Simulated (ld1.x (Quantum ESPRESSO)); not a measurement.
B: excitation energies, all-electron against TM

boron, norm-conserving Troullier–Martins (Kleinman–Bylander form), made with ld1.x (Quantum ESPRESSO) 7.5 (PBE, scalar-relativistic). Core [He], reference 2s2 2p1. Waves: 2s (bound): rc 1.05 bohr; 2p (bound): rc 2.15 bohr. Local part: all-electron potential smoothed inside 1.80 bohr (lloc = -2). Core correction: none.

Energies are relative to the spin-unpolarised reference configuration 2s2 2p1; without spin polarisation the order of configurations can differ from experiment. The frozen-core shift is the all-electron ΔE with the core orbitals held at their reference shape minus the fully relaxed ΔE.

```json
{"valence configuration": "2s2 2p0", "charge": "+1", "ΔE all-electron (eV)": "8.220", "error AE − PS (meV)": "+33", "frozen-core shift (meV)": "+0.3"}
{"valence configuration": "2s1 2p0", "charge": "+2", "ΔE all-electron (eV)": "33.642", "error AE − PS (meV)": "+122", "frozen-core shift (meV)": "+5.5"}
{"valence configuration": "2s2 2p0.5", "charge": "+0.5", "ΔE all-electron (eV)": "2.887", "error AE − PS (meV)": "+4.0", "frozen-core shift (meV)": "0.0"}
{"valence configuration": "2s0 2p3", "charge": "0", "ΔE all-electron (eV)": "11.721", "error AE − PS (meV)": "+25", "frozen-core shift (meV)": "+1.8"}
{"valence configuration": "2s1 2p2", "charge": "0", "ΔE all-electron (eV)": "5.851", "error AE − PS (meV)": "+8.4", "frozen-core shift (meV)": "+0.5"}
```

Task: What are ΔE and the potential's error for 2s2 2p1.3?

Result: ΔE = -0.738 eV all-electron; the error (AE − PS) is +0.3 meV.

Task: What are ΔE and the potential's error for 2s1 2p1?

Result: ΔE = 14.361 eV all-electron; the error (AE − PS) is -12 meV.

Levels in the configuration 2s1 2p1:

```json
{"level": "2s", "all-electron (eV)": "-19.592", "pseudo (eV)": "-19.621"}
{"level": "2p", "all-electron (eV)": "-13.457", "pseudo (eV)": "-13.462"}
```
